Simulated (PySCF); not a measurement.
# Spin states of SrH

Unrestricted PBE0; PySCF, scalar-relativistic core potentials, basis sets Sr def2-SVP with ECP28, H def2-SVP. Outer shells of the fragments: Sr 5s2; H 1s1.

Followed along the bond (rough minima from three points):

```
2Ms+1   unpaired  ⟨S²⟩ at the start  R at minimum (Å)  Te (eV)
    2        σ ↑               0.75              2.16     0.00
    2        π ↑               0.75              2.14     1.46
    4  σ ↑↑, π ↑               3.75  none in the scan   ≤ 3.63
```

Solutions found at the starting distance of 2.030 Å, counted from the lowest of them; the search is not exhaustive and high or unbound solutions are not listed, so other states can lie among these:

```tsv
2Ms+1	unpaired	term	E (eV)	⟨S²⟩	⟨Lz²⟩	μ (D)
2	σ ↑	²Σ⁺	0.00	0.75	0.00	-2.66
2	π ↑	²Π	1.45	0.75	1.00	-1.34
2	δ ↑	²Δ	1.81	0.75	4.00	-5.74
4	σ ↑↑, π ↑	⁴Π	3.96	3.75	1.00	-1.68
4	σ ↑↑↑	⁴Σ⁺	4.32	3.75	0.00	4.78
4	σ ↑↑, δ ↑	⁴Δ	4.37	3.75	4.00	1.89
```

A term symbol is given only where ⟨S²⟩ and ⟨Lz²⟩ are close to those of a pure state; real π, δ and φ orbitals otherwise mix terms. A positive dipole means Sr(−)H(+).

Spin–orbit coupling is left out. Counting both spins, an empty level lies below a filled one in some of these solutions, because spin and occupation are held.
